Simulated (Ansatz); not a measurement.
Clusters of 3 atoms, II-VI: PBE-D4/def2-TZVPD single points in Ansatz on relaxed structures, gas phase. Each cluster is the lowest isomer that a short search found in that spin, judged at the geometry's level, and lower ones may exist. Core potentials for Hg, Sr, Te, no spin–orbit coupling. HOMO and LUMO are taken over both spins. Singlets are spin-restricted. The spins of the ions were chosen, not always searched. A dash marks a value that wasn't run or was left out as unsound. The structures are stationary points that may keep the symmetry of their start. Remarks come from the PBE and PBE0 runs and from stability tests at other levels; not every state was tested. A HOMO above zero means that the electron is unbound at that level and held by the basis, or that self-interaction error raises the level; the energy of removing that electron tells which. HOMO above LUMO (over both spins in singlets and doublets, within one spin in higher multiplets; at PBE or PBE0), or a gap under 0.15 eV within one spin, warns that the state may not be the lowest or that an electron is smeared out.

```
                 species  atoms                          state              geometry  HOMO (eV)  LUMO (eV)  gap (eV)  vertical IE (eV)  lowest of the spins relaxed  point group (within 0.1 Å)                                                                                            remarks
                  ZnSe2⁻      3  doublet; oxidised ion triplet  r2SCAN-D4/def2-TZVPD      -0.78      -0.74      0.04              3.25  doublet, of doublet/quartet                         D∞h  near-degenerate levels, HOMO above LUMO, gap within one spin near zero, HOMO above zero (quartet)
SrO2⁻ (with an O–O bond)      3  doublet; oxidised ion singlet    PBE0-D4/def2-TZVPD       1.19          –         –              0.91  doublet, of doublet/quartet                         C2v                                          HOMO above zero at PBE or PBE0, HOMO above zero (quartet)
                   HgS2⁻      3  doublet; oxidised ion triplet     PBE-D4/def2-TZVPD      -0.68      -0.59      0.09              3.24  doublet, of doublet/quartet                         D∞h                                              near-degenerate levels, gap within one spin near zero
                   CaTe2      3                        singlet   r2SCAN-D4/def2-TZVP      -3.81      -2.97      0.84                 –                            –                         C2v                                                                                                  –
                  ZnTe2⁻      3  doublet; oxidised ion triplet  r2SCAN-D4/def2-TZVPD      -0.83      -0.81      0.02              3.06  doublet, of doublet/quartet                         D∞h                             near-degenerate levels, HOMO above LUMO, gap within one spin near zero
                   BeS2⁻      3  doublet; oxidised ion triplet    PBE0-D4/def2-TZVPD      -0.71      -0.61      0.10              3.45  doublet, of doublet/quartet                         D∞h                   near-degenerate levels, gap within one spin near zero, HOMO above zero (quartet)
                   MgS2⁻      3  doublet; oxidised ion triplet    PBE0-D4/def2-TZVPD       0.50          –         –              2.24  doublet, of doublet/quartet                           –                                          HOMO above zero at PBE or PBE0, HOMO above zero (quartet)
                   Zn2Te      3                        singlet      PBE-D4/def2-TZVP      -5.10      -4.10      0.99                 –                            –                         D∞h                                                      triplet lower at PBE0, triplet lowest at PBE0
```

The gap (eV) runs from 0.02 (ZnTe2⁻) to 0.99 (Zn2Te). The vertical IE (eV) runs from 0.91 (SrO2⁻ (with an O–O bond)) to 3.45 (BeS2⁻).
